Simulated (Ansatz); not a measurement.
`C[Te]/C=C/F` + `C=C(F)/C=C/F` → `C=C(F)[Te]C` + `F/C=C\C=C/F`  (formal exchange of groups at a Te–C bond)

Program: Ansatz. Geometries: PBE0-D4/def2-TZVP. ΔE: electronic, gas phase. CCSD(T)/CBS is the MP2 limit (def2-TZVPP, def2-QZVPP) plus CCSD(T) − MP2 in def2-TZVPP, frozen cores. Double bonds are as drawn, so ΔE can hold a change between cis and trans. Functionals use def2-TZVPP. def2 core potentials past Kr. For Te outer-core shells are correlated without core-valence functions, which leaves a few kJ/mol of doubt a bond. Each species was taken in one conformer, which may not be the lowest.

`C[Te]/C=C/F`:

```xyz
10

C     0.746    1.481    1.149
Te   -1.091    0.389    1.038
C    -0.716   -0.457   -0.834
C    -0.507   -1.758   -0.939
F    -0.348   -2.356   -2.123
H     0.730    2.033    2.088
H     0.810    2.177    0.316
H     1.583    0.786    1.140
H    -0.760    0.163   -1.722
H    -0.448   -2.458   -0.113
```

`C=C(F)/C=C/F`:

Z-matrix (Å, degrees):
```
C
C 1 1.327
H 1 1.081 2 120.9
H 1 1.080 2 119.8 3 180.0
F 2 1.345 1 119.3 3 0.0
C 2 1.444 1 126.7 3 -180.0
C 6 1.326 2 122.8 1 -180.0
H 6 1.083 2 117.5 1 0.0
F 7 1.331 6 121.3 2 180.0
H 7 1.083 6 125.6 2 -0.0
```

`C=C(F)[Te]C`:

```xyz
10

C     1.768    1.125    0.764
C     0.895    0.143    0.618
F     1.317   -1.094    0.311
Te   -1.174    0.289    0.937
C    -1.692   -0.752   -0.857
H     1.426    2.130    0.963
H     2.832    0.933    0.683
H    -1.426   -0.152   -1.724
H    -2.769   -0.912   -0.827
H    -1.177   -1.709   -0.868
```

`F/C=C\C=C/F`:

```xyz
10

F    -1.864   -0.550    1.581
C    -0.642   -1.047    1.362
C     0.166   -0.553    0.433
C    -0.166    0.553   -0.433
C     0.642    1.047   -1.362
F     1.864    0.550   -1.581
H    -0.409   -1.876    2.019
H     1.136   -1.024    0.331
H    -1.136    1.024   -0.331
H     0.409    1.876   -2.019
```

| level | ΔE (kcal/mol) |
| --- | --- |
| PBE-D4 | 0.7 |
| r2SCAN-D4 | 1.1 |
| PBE | 0.8 |
| CCSD/def2-TZVPP | 2.3 |
| CCSD(T)/def2-TZVPP | 2.0 |
| MP2/def2-QZVPP | 2.1 |
| MP2/CBS(def2) | 2.0 |
| CCSD/CBS(def2) | 2.1 |

**Question.** What does CCSD(T)/CBS give? (Best estimate.)

**Answer.** Computed: +1.8 kcal/mol. The listed levels differ from it by -1.1, -0.7, -1.0, 0.5, 0.2, 0.3, 0.2, 0.3 kcal/mol.

Largest T1 diagnostic among the species: 0.013.

From PBE to PBE0 (25 % exact exchange), in def2-TZVPP and without D4, ΔE moves by +1.0 kcal/mol. In def2-TZVPP, CCSD(T) changes the Hartree–Fock value by −1.6 kcal/mol (the triples alone add −0.3 kcal/mol) and MP2 by −1.5 kcal/mol.
